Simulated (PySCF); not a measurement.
H8N2Si2, SMILES [SiH2](N)[SiH2]N. The structure is a stationary point at PBE0-D3(BJ)/def2-SVP. One conformer was computed; it need not be the lowest.

Computed equilibrium geometry at PBE0-D3(BJ)/def2-SVP (PySCF confirms it by a frequency run) as Cartesian coordinates in Å (one conformer of several):
```xyz
12

Si     1.1012    -0.3082    -0.6534
N      1.6537     0.9478     0.4048
Si    -1.0537    -0.6994     0.1826
N     -1.6548     0.9079     0.5337
H      1.9889    -1.5123    -0.5825
H      1.0303     0.0556    -2.1148
H      0.9326     1.5385     0.8087
H      2.5204     1.4508     0.2562
H     -1.8959    -1.5287    -0.7484
H     -1.0118    -1.4251     1.4899
H     -1.7741     1.5440    -0.2492
H     -2.4485     0.9934     1.1616
```
Charge 0, spin multiplicity 1.
